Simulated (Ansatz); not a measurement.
Consider the formal exchange of groups at a Te–Si bond: `CC[SiH2][TeH]` + `BSC` → `CSB[TeH]` + `CC[SiH3]`.

Program: Ansatz. Geometries: PBE0-D4/def2-TZVP. ΔE: electronic, gas phase. CCSD(T)/CBS adds triple-zeta CCSD(T) − MP2 to the extrapolated MP2 energy (def2 sets, frozen cores). DFT in def2-TZVPP. B3LYP here is the variant with VWN-RPA as its local correlation; programs differ in this. Elements past krypton have def2 core potentials. For Te outer-core shells are correlated without core-valence functions, which leaves a few kJ/mol of doubt a bond. One conformer a species, not always the lowest.

(1) Is it downhill or uphill in electronic energy at CCSD(T)/CBS, and by how much? (An estimate is asked.)

(2) What do these levels give: PBE-D4, PBE0-D4, B3LYP-D4, PBE, PBE0, B3LYP, MP2/def2-TZVPP, CCSD/def2-TZVPP, MP2/def2-QZVPP, HF/CBS(def2), MP2/CBS(def2), CCSD/CBS(def2)? (Estimate.)

Largest T1 diagnostic among the species: 0.014.

## Answers

(1) Computed: Uphill: ΔE = +8.1 kJ/mol.

(2) Ansatz gave: PBE-D4 6.2, PBE0-D4 9.2, B3LYP-D4 8.8, PBE 4.8, PBE0 7.8, B3LYP 6.7, MP2/def2-TZVPP 4.0, CCSD/def2-TZVPP 5.8, MP2/def2-QZVPP 6.4, HF/CBS(def2) 12.5, MP2/CBS(def2) 8.1, CCSD/CBS(def2) 9.9 kJ/mol.

In def2-TZVPP, CCSD(T) changes the Hartree–Fock value by −8.3 kJ/mol (the triples alone add −1.8 kJ/mol) and MP2 by −8.3 kJ/mol.
